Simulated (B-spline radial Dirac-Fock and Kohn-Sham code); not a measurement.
## F 2s: cross section and angular parameters

System: neutral fluorine, [He] 2s2 2p5; threshold 34.84 eV (orbital energy of the model). Model: Dirac-Hartree-Slater photoionisation with a Latter tail; cross sections with all multipoles, angular parameters from the dipole term and its interference with E2. Program: a radial B-spline solver.

For linearly polarised light dσ/dΩ = σ/(4π) [1 + β P₂(cos θ) + (δ + γ cos²θ) sin θ cos φ], with θ from the polarisation vector and φ the angle between the beam and the projection of the electron momentum on the plane normal to the polarisation.

| hν (eV) | σ (kb) | β | γ |
| --- | --- | --- | --- |
| 52 | 669 | 2.000 | 0.159 |
| 100 | 554 | 2.000 | -0.003 |
| 123 | 444 | 2.000 | -0.028 |
| 127 | 427 | 2.000 | -0.030 |
| 144 | 361 | 2.000 | -0.033 |
| 267 | 132 | 2.000 | 0.028 |
| 342 | 82.6 | 2.000 | 0.082 |
| 751 | 15.2 | 2.000 | 0.330 |
| 784 | 13.7 | 2.000 | 0.348 |
| 800 | 13.1 | 2.000 | 0.356 |
| 1000 | 7.65 | 2.000 | 0.454 |
| 1440 | 3.07 | 2.000 | 0.634 |
| 1486.9 | 2.82 | 2.000 | 0.651 |
| 1500 | 2.76 | 2.000 | 0.655 |
| 1610 | 2.30 | 2.000 | 0.694 |
| 1920 | 1.45 | 2.000 | 0.795 |
| 4000 | 0.192 | 2.000 | 1.314 |
| 4020 | ? | ? | ? |
| 4320 | 0.154 | 2.000 | 1.379 |
| 4700 | 0.120 | 2.000 | 1.453 |
| 5414.7 | 0.0796 | 2.000 | 1.582 |
| 7090 | 0.0358 | 2.000 | 1.852 |
| 8047.8 | 0.0244 | 2.000 | 1.991 |
| 8970 | 0.0176 | 2.000 | 2.115 |
| 9040 | 0.0172 | 2.000 | 2.125 |
| 12200 | 0.00684 | 2.000 | 2.505 |
| 12500 | 0.00634 | 2.000 | 2.538 |
| 12900 | 0.00575 | 2.000 | 2.582 |
| 15000 | 0.00359 | 1.999 | 2.799 |

Q: Give the values at 4020 eV.

A: σ = 0.189 kb, β = 2.000, γ = 1.318. For an s subshell δ is negligible.

Values without a named source are computed, but for edge energies of neutral atoms, which are taken from tables.
